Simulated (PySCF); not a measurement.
Computed Raman spectrum (relative Raman activity) of a molecule C2H5F3Si. Coordinates come from a PBE0-D3(BJ)/def2-SVP optimisation. Other conformers were not sampled. All values below come from PBE0-D3(BJ)/def2-SVP (PySCF 2.14.0). Frequencies are harmonic and unscaled.

ν (cm⁻¹): 669 (w), 966 (vw), 1061 (vw), 1245 (vw), 1397 (vw), 1422 (w), 1478 (m), 3063 (vs), 3069 (s), 3123 (s), 3160 (vs) (against the strongest line: vs over 80 %, s over 45 %, m over 15 %, w over 4 %, vw less)

**Question.** Which molecule gave these data?
A) CC[Si](F)(F)F
B) FC(F)(F)C[SiH3]
C) C[Si@@H](F)C(F)F
D) C[C@@H](F)[SiH](F)F

**Answer.** A, CC[Si](F)(F)F
